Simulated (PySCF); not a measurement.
**[CuBr4]2-: what the settings change**

[CuBr4]2- holds Cu(II), d9, at total charge -2. The structure is a PBE0-D3(BJ)/def2-SVP, IEF-PCM water geometry optimised for multiplicity 2; coordination distorted tetrahedral, point group D2d, metal–donor distances 2.43 Å.

The d shell alone is too small an active space for [CuBr4]2- (Cu(II) with such soft donors has much ligand-hole, Cu(I)-like character): its levels, fitted parameters, g values and moments show what this model gives and aren't sound predictions.

```
5

Cu    0.0000    0.0000    0.0000
Br    0.8746    1.6017    1.6017
Br    0.8746   -1.6017   -1.6017
Br   -0.8746    1.6017   -1.6017
Br   -0.8746   -1.6017    1.6017
```

Method (PySCF 2.14, density fitting): CASSCF(9,5) with orbitals averaged over all microstates of the shell, strongly contracted NEVPT2 on the averaged canonical orbitals; basis x2c-TZVPall on the metal, x2c-SVPall elsewhere; spin-free X2C; IEF-PCM water; spin-orbit coupling by state interaction with the mean-field operator over all roots.

Base run: NEVPT2 ground state 2B2, next 2E at 5875, then 2B1 at 6650 cm⁻¹, ζ 783 cm⁻¹, g 2.179 2.179 2.763, μeff(300 K) 2.15 μB.

What happens with the basis x2c-TZVPall on all atoms?

NEVPT2 ground state 2B2, next 2E at 5745, then 2B1 at 6585 cm⁻¹, ζ 784 cm⁻¹, g 2.184 2.184 2.768, μeff(300 K) 2.16 μB.

Ligand-hole states mix strongly into such Cu(II) halides; the d shell alone makes them too ionic, overstates g shifts and moments and can put the wrong state lowest. NEVPT2 lifts 2B1 from 3747 to 6650 cm⁻¹; on the d shell alone such lifts tend to overshoot.
